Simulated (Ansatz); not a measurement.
Compare A (`[CH3][AlH][O][SiH2]C`) with its isomer B (`CO[CH2][AlH][SiH3]`).

Computed with Ansatz on PBE0-D4/def2-TZVP structures; ΔE is electronic, products minus reactants. CCSD(T)/CBS adds triple-zeta CCSD(T) − MP2 to the extrapolated MP2 energy (def2 sets, frozen cores). Functionals use def2-TZVPP. B3LYP here is the variant with VWN-RPA as its local correlation; programs differ in this. One conformer a species, not always the lowest.

Question: Which is lower in electronic energy at CCSD(T)/CBS, and by how much? (An estimate is asked.)

Answer: Computed: A, by 459.1 kJ/mol.

Question: Give E(B) − E(A) in kJ/mol with PBE0-D4, PBE-D4, MP2/def2-TZVPP, r2SCAN-D4, B3LYP, B3LYP-D4, HF/def2-TZVPP. (An estimate is asked.)

Answer: The calculation gave: PBE0-D4 428.4, PBE-D4 411.4, MP2/def2-TZVPP 477.1, r2SCAN-D4 450.8, B3LYP 448.5, B3LYP-D4 446.7, HF/def2-TZVPP 473.6. None reverses the order clearly.

Largest T1 diagnostic: 0.012.

From PBE to PBE0 (25 % exact exchange), in def2-TZVPP and without D4, E(B) − E(A) moves by +16.8 kJ/mol.
